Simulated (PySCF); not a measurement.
C₆ coefficients of unlike pairs at UHF

Calculated with PySCF 2.14 from the dipole response of each species, C₆(A,B) = (3/π) ∫ α_A(iu) α_B(iu) du, in atomic units, from isotropic polarisabilities. For ions this is the dispersion term alone; charge-induced terms of lower order in 1/R come first.

```
species           configuration                        basis     relativity  α (bohr³)  C₆ (like pair)
   Kr³⁺  [Ar] 3d10 4s2 4p3 (4S)  aug-cc-pVQZ-DK (8s7p5d3f2g)  spin-free X2C      5.588           21.77
   Cl³⁺       [Ne] 3s2 3p2 (3P)      dyall-av3z (19s12p3d2f)           none      4.482           12.25
     B⁺           [He] 2s2 (1S)       aug-cc-pwCVDZ (5s4p2d)           none      11.44           31.91
     Ar               [Ar] (1S)      aug-cc-pVDZ-DK (5s4p2d)  spin-free X2C      9.579           55.91
```

Estimate C₆ for Ar with B⁺.

The integral gives 38.33. The combination rule 2 C_A C_B / (C_A α_B/α_A + C_B α_A/α_B) gives 38.17 and the geometric mean 42.24.

No spin-orbit coupling is included.

The other pairs:

```json
{"pair": "B⁺, Cl³⁺", "C₆": "17.93"}
{"pair": "Ar, Kr³⁺", "C₆": "34.79"}
{"pair": "Cl³⁺, Kr³⁺", "C₆": "16.29"}
{"pair": "Ar, Cl³⁺", "C₆": "26.16"}
{"pair": "B⁺, Kr³⁺", "C₆": "23.24"}
```
